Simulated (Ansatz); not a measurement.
Geometry optimisation, RKS revPBE-D4/def2-SVP in Ansatz 0.2.0.

Input file:

```yaml
crystal:
  periodic: [false, false, false]
  atoms:
    - { symbol: Mg, position_ang: [-0.981316, -0.673667, -2.076675] }
    - { symbol: Cl, position_ang: [1.272224, -1.402093, -2.300502] }
    - { symbol: Cl, position_ang: [-3.061456, 0.017095, -1.817716] }
    - { symbol: H, position_ang: [0.474577, -0.180755, -0.095838] }
    - { symbol: Si, position_ang: [0.554409, 0.411702, 1.237861] }
    - { symbol: H, position_ang: [-0.179804, 1.724093, 1.23501] }
    - { symbol: H, position_ang: [2.000943, 0.634524, 1.593496] }
    - { symbol: H, position_ang: [-0.079577, -0.530799, 2.224265] }
basis:
  gaussian: { orbitals: def2-SVP }
hamiltonian:
  xc: revpbe
  dispersion: d4
relax:
  f_tol: 0.03
  max_steps: 50
```

Launched with:

```bash
$ ansatz run input.yaml --threads 2 --pin off --max-ram 3072MiB --backend cpu --events-out ev --progress --plain --runs-dir out
```

Problem. Where does it end, and by what steps?

Solution. The forces met the threshold. After 10 steps the energy has fallen by 0.342 eV; Cl3 moved furthest, 1.13 Å.

```csv
step,energy less start (eV),largest force component (eV/Å),accepted
0,0.0000,1.524,yes
1,-0.2008,0.485,yes
2,-0.2505,0.167,yes
3,-0.2827,0.105,yes
4,-0.2841,0.110,yes
5,-0.2987,0.125,yes
6,-0.3130,0.251,yes
7,-0.3234,0.338,yes
8,-0.3361,0.229,yes
9,-0.3403,0.146,yes
10,-0.3424,0.017,yes
```

```xyz
8
Properties=species:S:1:pos:R:3
Mg -0.533 -0.739 -1.791
Cl 1.000 -1.655 -3.114
Cl -2.433 0.000 -0.882
H 0.726 -0.056 -0.185
Si 0.365 0.497 1.192
H -0.299 1.823 1.006
H 1.682 0.637 1.898
H -0.508 -0.507 1.876
```

Time of the run: 9.5 s on 2 threads of Intel(R) Xeon(R) 6975P-C (Granite Rapids), with other jobs on the host, peak memory 0.16 GiB.
